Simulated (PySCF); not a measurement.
Rh⁺ (rhodium, charge +1) across methods

[Kr] 4d7 5p1, one real determinant (an excited configuration). Calculation: PySCF 2.14, in x2c-TZVPPall with one added diffuse shell each of s, p, d, f type (9s7p7d3f1g, 95 functions); scalar relativity by spin-free X2C-1e.

| method | E (hartree) | mean ε 4d α (eV) | mean ε 4d β (eV) | mean ε 5p α (eV) | Σ⟨r²⟩ (bohr²) | ⟨S²⟩ |
| --- | --- | --- | --- | --- | --- | --- |
| wB97X | -4783.18 | -23.180 | -21.393 | -10.320 | 46.51 | 6.002 |
| r2SCAN | -4783.06 | -19.286 | -17.213 | -8.481 | 46.00 | 6.002 |
| PW91 | -4783.43 | -18.909 | -17.042 | -8.446 | 46.00 | 6.001 |
| PBE0 | -4782.73 | -20.810 | -18.773 | -8.946 | 46.23 | 6.002 |
| LDA | -4777.84 | -18.991 | -17.043 | -8.505 | 45.89 | 6.000 |
| r2SCAN0 | -4783.05 | -21.135 | -18.969 | -9.014 | 46.14 | 6.003 |
| BLYP | -4783.21 | -18.631 | -16.950 | -8.228 | 46.32 | 6.001 |
| PBE | -4782.65 | -18.862 | -16.972 | -8.397 | 46.13 | 6.001 |

**Question.** Estimate the same row for UHF.

**Answer.** E (hartree) = -4780.73191; mean ε 4d α (eV) = -25.876; mean ε 4d β (eV) = -23.304; mean ε 5p α (eV) = -10.126; Σ⟨r²⟩ (bohr²) = 47.79; ⟨S²⟩ = 6.005.

⟨L²⟩ = 13.77 against 20 for a pure G term, so this real determinant mixes terms.
